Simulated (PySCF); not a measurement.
## Stationary points of [Pb3Se]+

Computed with PySCF, PBE, basis Se def2-SVP, Pb def2-SVP with ECP60 (scalar-relativistic core potentials, no spin–orbit coupling, density fitting).

Relaxations began from a few typed shapes; open shells are unrestricted. The search is not exhaustive: other isomers or separated fragments can lie lower, and high-lying points may rest on an excited occupation.

```
   spin  group                                                  bonds                                                                                           angles  imaginary modes (cm⁻¹)  ΔE (kJ/mol)  ΔE with ZPE (kJ/mol)
doublet     Cs  Pb–Pb 3.149 Å (×2), Se–Pb 2.756 Å (×2), Se–Pb 3.077 Å    Pb–Pb–Pb 70.5°, Pb–Pb–Se 52.5° (×2), Pb–Pb–Se 62.4° (×2), Pb–Se–Pb 65.1° (×2), Pb–Se–Pb 82.5°                    none          0.0                   0.0
doublet    C2v  Pb–Pb 3.213 Å (×2), Se–Pb 2.761 Å (×2), Se–Pb 2.774 Å  Pb–Pb–Pb 108.6°, Pb–Pb–Se 54.3° (×2), Pb–Pb–Se 54.7° (×2), Pb–Se–Pb 71.0° (×2), Pb–Se–Pb 141.9°                    133i          7.3                     –
```

The lowest minimum found is the doublet Cs: Pb–Pb 3.149 Å (×2), Se–Pb 2.756 Å (×2), Se–Pb 3.077 Å; Pb–Pb–Pb 70.5°, Pb–Pb–Se 52.5° (×2), Pb–Pb–Se 62.4° (×2), Pb–Se–Pb 65.1° (×2), Pb–Se–Pb 82.5°.

For the lowest minimum: no spin–orbit coupling is included, which matters more the heavier the element.
